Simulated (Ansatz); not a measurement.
`[O]1[SiH2][SnH2]1` and `[NH2][SnH]1[O][SiH2]1` differ in one atom or group.

Ansatz, PBE0-D4/def2-TZVP geometries, multiplicity 1. Each molecule was computed in one conformer, which needn't be the lowest.

Elements past krypton have def2 core potentials.

| property | `[O]1[SiH2][SnH2]1` |
| --- | --- |
| size of the dipole moment (B3LYP/def2-TZVPP) / D | 2.11 |
| HOMO energy (PBE/def2-TZVPP) / eV | -5.81 |
| LUMO energy (PBE/def2-TZVPP) / eV | -2.48 |
| HOMO–LUMO gap (PBE/def2-TZVPP) / eV | 3.33 |
| HOMO–LUMO gap (ωB97M-V/def2-TZVPP) / eV | 8.73 |
| HOMO–LUMO gap (B3LYP/def2-TZVPP) / eV | 4.65 |

**Question.** Give the same properties after the change, and the shifts. (An estimate is asked.)

**Answer.** Computed: 
```
                                        property  `[NH2][SnH]1[O][SiH2]1`  shift
size of the dipole moment (B3LYP/def2-TZVPP) / D                     1.43  -0.68
               HOMO energy (PBE/def2-TZVPP) / eV                    -5.71   0.10
               LUMO energy (PBE/def2-TZVPP) / eV                    -2.34   0.14
             HOMO–LUMO gap (PBE/def2-TZVPP) / eV                     3.37   0.04
         HOMO–LUMO gap (ωB97M-V/def2-TZVPP) / eV                     8.97   0.24
           HOMO–LUMO gap (B3LYP/def2-TZVPP) / eV                     4.79   0.14
```

Dipoles are sizes alone; their direction can turn.

B3LYP here is the variant with VWN-RPA as its local correlation; programs differ in this.
